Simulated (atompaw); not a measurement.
# silver (Ag): variants of one PAW (atompaw) potential

Base potential:

Ag, PAW, made with atompaw 4.2.0.5 (LDA (PW92), scalar-relativistic). Core [Kr], reference 4d10 5s0.5 5p0 (charge +0.5). Waves: 5s (bound): rc 3.00 bohr; 5s channel at 0.45 Ry: rc 2.70 bohr; 5p (bound, empty): rc 3.00 bohr; 5p channel at 1.4 Ry: rc 3.00 bohr; 4d (bound): rc 3.00 bohr; 4d channel at 0.75 Ry: rc 1.85 bohr. Local part: troulliermartins scheme with l = 3 at 0 Ry, radius 2.50 bohr. Core correction: smooth core density matched at 2.30 bohr. Augmentation charge: sinc compensation charge, radius 2.65 bohr; PAW radius 3.00 bohr; waves and projectors: custom rrkj vanderbiltortho.

Cutoffs, loose and tight: the cutoffs (Ry, on a coarse ladder) from which the occupation-weighted sum of valence levels, in a spherical-Bessel basis at the reference potential, stays within 10 and 1 mRy of its value at 400 Ry. They see the waves, projectors and local potential, not the compensation charge or the core. A dash means not determined.

A true bound ghost makes a file unfit for plane-wave use even where its test errors are small: the radial tests pick states by their node count and pass the ghost by.

| change | outcome | cutoff, loose | cutoff, tight | bound ghosts |
| --- | --- | --- | --- | --- |
| base | generated | 12 Ry | 18 Ry | s |
| all radii scaled by about 0.80 (s 2.40, p 2.40, d 2.40 bohr); local potential troulliermartins scheme with l = 3 at 0 Ry, radius 2.00 bohr; augmentation sinc compensation charge, radius 2.12 bohr; PAW radius 2.40 bohr; waves and projectors: custom rrkj vanderbiltortho; core correction smooth core density matched at 1.84 bohr | generated | 18 Ry | 30 Ry | s, p |
| all radii scaled by about 0.87 (s 2.62, p 2.62, d 2.62 bohr); local potential troulliermartins scheme with l = 3 at 0 Ry, radius 2.18 bohr; augmentation sinc compensation charge, radius 2.32 bohr; PAW radius 2.62 bohr; waves and projectors: custom rrkj vanderbiltortho; core correction smooth core density matched at 2.02 bohr | generated | 15 Ry | 25 Ry | s |
| all radii scaled by about 0.97 (s 2.90, p 2.90, d 2.90 bohr); local potential troulliermartins scheme with l = 3 at 0 Ry, radius 2.42 bohr; augmentation sinc compensation charge, radius 2.56 bohr; PAW radius 2.90 bohr; waves and projectors: custom rrkj vanderbiltortho; core correction smooth core density matched at 2.22 bohr | generated | 12 Ry | 18 Ry | s |
| all radii scaled by about 1.07 (s 3.22, p 3.22, d 3.22 bohr); local potential troulliermartins scheme with l = 3 at 0 Ry, radius 2.68 bohr; augmentation sinc compensation charge, radius 2.84 bohr; PAW radius 3.22 bohr; waves and projectors: custom rrkj vanderbiltortho; core correction smooth core density matched at 2.46 bohr | generated | 10 Ry | 15 Ry | none |
| all radii scaled by about 1.16 (s 3.48, p 3.48, d 3.48 bohr); local potential troulliermartins scheme with l = 3 at 0 Ry, radius 2.90 bohr; augmentation sinc compensation charge, radius 3.06 bohr; PAW radius 3.48 bohr; waves and projectors: custom rrkj vanderbiltortho; core correction smooth core density matched at 2.66 bohr | generated | 8 Ry | 10 Ry | none |
| all radii scaled by about 1.21 (s 3.64, p 3.64, d 3.64 bohr); local potential troulliermartins scheme with l = 3 at 0 Ry, radius 3.02 bohr; augmentation sinc compensation charge, radius 3.20 bohr; PAW radius 3.64 bohr; waves and projectors: custom rrkj vanderbiltortho; core correction smooth core density matched at 2.78 bohr | generated | 8 Ry | 8 Ry | none |
| all radii scaled by about 1.27 (s 3.82, p 3.82, d 3.82 bohr); local potential troulliermartins scheme with l = 3 at 0 Ry, radius 3.18 bohr; augmentation sinc compensation charge, radius 3.36 bohr; PAW radius 3.82 bohr; waves and projectors: custom rrkj vanderbiltortho; core correction smooth core density matched at 2.92 bohr | generated | 8 Ry | 8 Ry | none |

(1) What comes out with this change to the base: all radii scaled by about 0.73 (s 2.20, p 2.20, d 2.20 bohr); local potential troulliermartins scheme with l = 3 at 0 Ry, radius 1.84 bohr; augmentation sinc compensation charge, radius 1.94 bohr; PAW radius 2.20 bohr; waves and projectors: custom rrkj vanderbiltortho; core correction smooth core density matched at 1.70 bohr?

Results:

(1) outcome: generated; cutoff, loose: 21 Ry; cutoff, tight: 35 Ry; bound ghosts: s, p.

Reading the sweep of the scale of all radii (base = 1) (base included, trends over the rows without a ghost): The loose cutoff stays near 8 Ry. Bound ghosts are found at 0.73, 0.8, 0.87, 0.97, 1.
